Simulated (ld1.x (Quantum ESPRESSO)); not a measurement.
**Which change was made? (Bi, TM)**

```json
{
 "Element": "Bi",
 "Generator": "ld1.x (Quantum ESPRESSO) 7.5",
 "Type": "norm-conserving Troullier–Martins (Kleinman–Bylander form)",
 "Functional": "LDA (PZ)",
 "Relativity": "scalar-relativistic",
 "Frozen core": "[Xe] 4f14",
 "Valence charge": "15",
 "Reference configuration": "5d10 6s2 6p2.5 (charge +0.5)",
 "Partial waves": "6p (bound): rc 2.50 bohr; 5d (bound): rc 1.15 bohr; 6s (bound): rc 1.75 bohr",
 "Local potential": "the s channel",
 "Core correction": "Bessel-smoothed model core, default radius (core density twice the valence density)"
}
```

Cutoffs, loose and tight: the cutoffs (Ry, on a coarse ladder) from which the occupation-weighted sum of valence levels, in a spherical-Bessel basis at the reference potential, stays within 10 and 1 mRy of its value at 400 Ry. They do not see the model core or the augmentation charge, which bear on the density cutoff. Test errors are all-electron minus pseudo excitation energies from the reference, over the configurations 5d10 6s2 6p3; 5d10 6s2 6p2; 5d10 6s2 6p1; 5d10 6s2 6p0; 5d9 6s2 6p4; 5d10 6s1 6p0; 5d10 6s2 6p3.3 (two spin-polarised tests are not counted in the largest error); variants that change the core or the reference have their own tests.

The base gives: outcome: generated; cutoff, loose: 90 Ry; cutoff, tight: 120 Ry; bound ghosts: none; largest test error (meV): -239.

Problem. After one change the result is: outcome: failed: run_pseudo: Errors in PS-KS equation. Which change was it?
A. core [Xe] 4f14 5d10, valence charge 5; reference 6s2 6p2; waves now 6p (bound): rc 2.10 bohr; 6s (bound): rc 1.80 bohr; core correction a·sin(br)/r model core, default radius (core density twice the valence density)
B. reference 5d10 6s2 6p2.75
C. type PAW; waves now 6s (bound): rcut 1.50, rcutus 1.75 bohr; 6s channel at -1.05 Ry: rcut 1.50, rcutus 1.75 bohr; 6p (bound): rcut 2.15, rcutus 2.50 bohr; 6p channel at 1.5 Ry: rcut 2.15, rcutus 2.50 bohr; 5d (bound): rcut 1.00, rcutus 1.15 bohr; 5d channel at -0.75 Ry: rcut 1.00, rcutus 1.15 bohr; local potential all-electron potential smoothed inside 1.30 bohr (lloc = -1); augmentation PSQ, inside the norm-conserving radii

Solution. C. The others give: core [Xe] 4f14 5d10, valence charge 5; reference 6s2 6p2; waves now 6p (bound): rc 2.10 bohr; 6s (bound): rc 1.80 bohr; core correction a·sin(br)/r model core, default radius (core density twice the valence density) → outcome: generated; cutoff, loose: 25 Ry; cutoff, tight: 50 Ry; bound ghosts: d; largest test error (meV): -644 | reference 5d10 6s2 6p2.75 → outcome: generated; cutoff, loose: 90 Ry; cutoff, tight: 120 Ry; bound ghosts: none; largest test error (meV): -183.
